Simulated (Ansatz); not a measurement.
H₄SiZn at its PBE0-D4/def2-TZVP geometry, where that method's forces vanish. Total charge 0; spin multiplicity 1. The bonds changed during the relaxation, so this is another structure than the one it started from.

```csv
atom,x (Å),y (Å),z (Å)
Si1,-0.4126,-0.4480,0.1785
Zn2,2.0630,2.2400,-0.8924
H3,-1.3794,-1.4968,0.5958
H4,-0.8558,0.8699,0.6998
H5,-0.3467,-0.3967,-1.3041
H6,0.9314,-0.7685,0.7225
```

(1) For each bond, give half the difference of the two atoms' forces along it (eV/Å; positive pushes the atoms apart) under PBE-D4, r2SCAN-D4, B3LYP-D4, ωB97M-V in def2-TZVPP. (Estimate.)

Answers

(1) Computed: 
```json
{"bond": "Si1–H3", "length (Å)": "1.486", "PBE-D4": "0.08", "r2SCAN-D4": "-0.02", "B3LYP-D4": "-0.05", "ωB97M-V": "-0.11"}
{"bond": "Si1–H4", "length (Å)": "1.485", "PBE-D4": "0.07", "r2SCAN-D4": "-0.02", "B3LYP-D4": "-0.05", "ωB97M-V": "-0.08"}
{"bond": "Si1–H5", "length (Å)": "1.485", "PBE-D4": "0.07", "r2SCAN-D4": "-0.02", "B3LYP-D4": "-0.05", "ωB97M-V": "-0.08"}
{"bond": "Si1–H6", "length (Å)": "1.485", "PBE-D4": "0.07", "r2SCAN-D4": "-0.02", "B3LYP-D4": "-0.05", "ωB97M-V": "-0.08"}
```

B3LYP here is the variant with VWN-RPA as its local correlation; programs differ in this.
